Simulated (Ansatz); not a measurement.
silicon monoxide (OSi), singlet, geometry from GFN2-xTB; CCSD(T)/pcseg-1 run with Ansatz (a first-principles code).

Here is a job for Ansatz.
Ansatz 0.2 input:
```yaml
crystal:
  periodic: [false, false, false]
  atoms:
    - {symbol: Si, position_ang: [-0.00000000, -0.00000000, -0.54858235]}
    - {symbol: O, position_ang: [0.00000000, 0.00000000, 0.96001912]}
basis:
  gaussian:
    orbitals: pcseg-1.json
magnetization: {spin_polarized: false}
correlation: {method: ccsd_t}
```
The basis file holds pcseg-1 in the JSON format of the Basis Set Exchange.

### Question
What does Ansatz print? Leave out banner, timings and long lists.

### Answer

```
Functional definition: HF
295 factors; integrals over basis functions are off by at most 1.1e-3 eV
mean field evaluation 1: about -9893.3210 eV, gradient 4.7e1 eV
mean field evaluation 2: about -9893.3318 eV, gradient 4.7e1 eV
mean field evaluation 4: about -9898.0673 eV, gradient 2.3e0 eV
mean field evaluation 8: about -9898.0937 eV, gradient 8.2e-2 eV
mean field evaluation 16: about -9898.0786 eV, gradient 4.3e-1 eV
mean field -9898.09373763 eV, -363.7482356892 hartree, gradient 1.7e-6 eV, S^2 0.000000; 0 other end points of the search recorded, 0 dependent functions left out
6 core orbitals not correlated
reference -9898.09373763 eV, -363.7482356892 hartree; 5, 5 occupied and 21, 21 virtual orbitals, 295 factors
second order -7.34897658 eV of doubles, -0.00000000 eV of singles
cycle   1  -7.00367736 eV  change    3.5e-1 eV  update   1.3e-1
cycle   2  -7.34562425 eV  change   -3.4e-1 eV  update   5.3e-2
cycle   3  -7.46388344 eV  change   -1.2e-1 eV  update   2.6e-2
cycle   4  -7.44861152 eV  change    1.5e-2 eV  update   5.9e-3
cycle   5  -7.44993584 eV  change   -1.3e-3 eV  update   2.2e-3
cycle   6  -7.45018815 eV  change   -2.5e-4 eV  update   5.6e-4
cycle   7  -7.44993455 eV  change    2.5e-4 eV  update   1.6e-4
cycle   8  -7.44990226 eV  change    3.2e-5 eV  update   5.2e-5
cycle   9  -7.44988712 eV  change    1.5e-5 eV  update   1.6e-5
cycle  10  -7.44987761 eV  change    9.5e-6 eV  update   5.3e-6
perturbative correction -0.27216399 eV, -0.0100018420 hartree
Total energy: -9905.81577923 eV, -364.0320154838 hartree
```
